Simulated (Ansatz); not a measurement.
Ligand exchange: InH2Cl + C2H3IO → InH2I + C2H3ClO

Gas-phase species: InH2Cl `[Cl][InH2]`, singlet; C2H3IO (acetyl iodide) `CC(=O)I`, singlet; InH2I `[InH2][I]`, singlet; C2H3ClO (acetyl chloride) `CC(=O)Cl`, singlet. The partners trade Cl for I: In–Cl and C–I bonds give way to In–I and C–Cl.

Shapes, held fixed at every level: PBE0-D4/def2-TZVP. Programs: Ansatz 0.2.0. The zero-point and thermal change to 298 K, harmonic and unscaled (PBE0-D4/def2-TZVP), is +1.0 kJ/mol.

```json
{"level": "HF/def2-SVP", "kind": "Hartree–Fock", "ΔH(298 K) (kJ/mol)": "-38.2", "less CCSD(T)/def2-TZVPP": "-20.1"}
{"level": "SPW92/def2-TZVPP", "kind": "LDA", "ΔH(298 K) (kJ/mol)": "-23.6", "less CCSD(T)/def2-TZVPP": "-5.5"}
{"level": "r2SCAN-D4/def2-TZVPP", "kind": "meta-GGA", "ΔH(298 K) (kJ/mol)": "-17.3", "less CCSD(T)/def2-TZVPP": "+0.8"}
{"level": "PBE0-D4/def2-TZVPP", "kind": "global hybrid", "ΔH(298 K) (kJ/mol)": "-23.2", "less CCSD(T)/def2-TZVPP": "-5.1"}
{"level": "wB97M-V/def2-TZVPP", "kind": "range-separated hybrid", "ΔH(298 K) (kJ/mol)": "-23.4", "less CCSD(T)/def2-TZVPP": "-5.3"}
{"level": "CCSD(T)/def2-SVP", "kind": "coupled cluster or CI", "ΔH(298 K) (kJ/mol)": "-30.6", "less CCSD(T)/def2-TZVPP": "-12.5"}
{"level": "CCSD/def2-SVP", "kind": "coupled cluster or CI", "ΔH(298 K) (kJ/mol)": "-33.2", "less CCSD(T)/def2-TZVPP": "-15.1"}
{"level": "CCSD(T)/def2-TZVPP", "kind": "coupled cluster or CI", "ΔH(298 K) (kJ/mol)": "-18.1", "less CCSD(T)/def2-TZVPP": "0.0"}
```

The highest level, CCSD(T)/def2-TZVPP, gives ΔH(298 K) = -18.1 kJ/mol; the levels span -38.2 to -17.3. The column of differences is taken from that level and isn't an error. No measured value is set beside it here. For atoms past krypton def2 sets carry core potentials with scalar relativity. Outer-core shells of I, In are correlated, in sets that cover them unevenly.
